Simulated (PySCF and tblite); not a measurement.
Results of a calculation; reference values are marked as such.
C5H5FO2, numbered as in [CH2:1]=[CH:2][O:3]/[CH:4]=[C:5](\[F:6])[CH:7]=[O:8].

Search: ETKDG and KDG, MMFF94s, GFN2-xTB, 150 starts; geometries at GFN2-xTB. Free energies are PBE0-D3(BJ)/def2-SVP (IEF-PCM, dichloromethane) single points with GFN2-xTB rigid-rotor and vibrational terms (modes under about 100 cm⁻¹ blended into free rotors). Symmetry numbers and mirror images are counted. Conformers within 3 kcal/mol (GFN2-xTB free energy) were kept, 10 at most. GIAO shieldings: wB97X-D/pcSseg-1 (IEF-PCM, dichloromethane). Shifts are against TMS (¹H), TMS (¹³C) at the same level. Run with PySCF (density fitting) and tblite.

Torsions listed: C1–C2–O3–C4, C2–O3–C4–C5, F6–C5–C7–O8. Of a mirror pair one member is shown.

```json
{"conformer": "1", "shape": "180°, 180°, 180°", "symmetry": "Cs", "E(GFN2) kcal/mol": "0.00", "E(DFT) kcal/mol": "0.00"}
{"conformer": "2", "shape": "13°, -174°, 180°", "symmetry": "C1 (pair)", "E(GFN2) kcal/mol": "0.28", "E(DFT) kcal/mol": "1.13"}
{"conformer": "3", "shape": "180°, 0°, 180°", "symmetry": "Cs", "E(GFN2) kcal/mol": "0.08", "E(DFT) kcal/mol": "1.46"}
{"conformer": "4", "shape": "38°, 21°, -179°", "symmetry": "C1 (pair)", "E(GFN2) kcal/mol": "1.32", "E(DFT) kcal/mol": "3.87"}
```

(1) How much do the weights at 298.15 K and the averaged shift of C4 depend on how the conformers are weighted?

Results:

(1) 
```
                                                              weighting  1 (%)  2 (%)  3 (%)  4 (%)  δ (ppm)  rms dipole (D)
DFT energy with thermal terms, symmetry and mirror images (full scheme)     75     20      5      0    148.1            3.05
                             DFT energy with symmetry and mirror images     72     21      6      0    148.0            3.05
                                                        bare DFT energy     81     12      7      0    148.6            3.07
                        GFN2-xTB energy with symmetry and mirror images     30     38     26      6    145.7            3.05
                                                   GFN2-xTB free energy     35     40     22      4    145.9            3.04
                                                leading conformer alone    100      0      0      0    149.7            3.08
                                                          equal weights     25     25     25     25    145.8            3.09
                         full scheme, search stopped after three starts     94      0      6      0    149.4            3.09
```

The largest departure from the full scheme, 2.4 ppm, comes with: GFN2-xTB energy with symmetry and mirror images.


Conformer gaps in def2-SVP on xTB geometries can be 2 kcal/mol too large for S=O, P=O and other polar bonds.